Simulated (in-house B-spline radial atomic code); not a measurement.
**Functionals against successive ionisation energies: Xe to Xe⁵⁺**

Ionisation energies as differences of self-consistent total energies from a B-spline radial code for spherical atoms: all electrons, radial basis limit, scalar-relativistic (one-electron X2C), spin-polarised at highest spin, spherical densities; exact exchange is averaged over the determinants of each configuration. No spin-orbit coupling, Breit or QED terms. NIST's values run from ground level to ground level, so in open shells the differences also hold multiplet and fine-structure energies that spherical high-spin averages miss. For p electrons of heavy elements the spin-orbit part alone reaches an electronvolt or more. Columns give computed minus NIST, in eV; a star marks a semi-empirical value. Species are left out where the tabulated value is theory, is uncertain by more than 0.12 eV, or (13 ions, such as In⁴⁺, Te⁴⁺ and Bi⁴⁺) lies off its series for all methods alike, which flatters the means a little.

```csv
species,shell,NIST (eV),PBEsol,BLYP,B3LYP,TPSSh,LC-wPBE,OLYP
Xe,5p,12.13,+0.25,+0.07,+0.29,+0.35,+0.30,+0.12
Xe⁺,5p,20.98*,+0.18,+0.04,+0.24,+0.20,+0.24,-0.05
Xe²⁺,5p,31.05 ± 0.04*,-0.61,-0.56,-0.37,-0.70,-0.45,-1.01
Xe⁵⁺,5p,66.70 ± 0.007,-1.32,-1.30,-1.14,-1.57,-1.20,-1.60
```

Task: How do the methods rank, and which species is hardest?

Result: Mean absolute (signed) differences: BLYP 0.49 (-0.44) eV; B3LYP 0.51 (-0.24) eV; LC-wPBE 0.55 (-0.28) eV; PBEsol 0.59 (-0.37) eV; OLYP 0.69 (-0.63) eV; TPSSh 0.71 (-0.43) eV. For Xe⁵⁺, which loses a 5p electron, the nearest method is off by -1.14 eV, the largest such miss. The first two are tied within the accuracy of the references.
